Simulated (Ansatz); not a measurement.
Be(NH2)2 (BeN2H4). Charge 0, multiplicity 1. Geometry r2SCAN-D4/def2-TZVP; atoms count from 1.

Cartesian coordinates in Å:
```
Be -0.0003 0.0005 -0.0002
N -0.5841 0.1991 1.3797
H -1.3415 -0.3356 1.7731
H -0.2753 0.8860 2.0485
N 0.5838 -0.1987 -1.3799
H 0.2688 0.2636 -2.2174
H 1.3485 -0.8149 -1.6038
```

Question: Estimate the Mulliken populations from the PBE0/def2-TZVP orbitals of Ansatz.

Answer: 
```json
{"atom": "Be1", "charge (e)": "0.31"}
{"atom": "N2", "charge (e)": "-0.58"}
{"atom": "H3", "charge (e)": "0.21"}
{"atom": "H4", "charge (e)": "0.21"}
{"atom": "N5", "charge (e)": "-0.58"}
{"atom": "H6", "charge (e)": "0.21"}
{"atom": "H7", "charge (e)": "0.21"}
```
Mulliken values depend strongly on the basis.

Question: And the Mayer bond orders between heavy atoms (over 0.3)?

Answer: Be1–N2 1.23 (1.51 Å); Be1–N5 1.23 (1.51 Å).
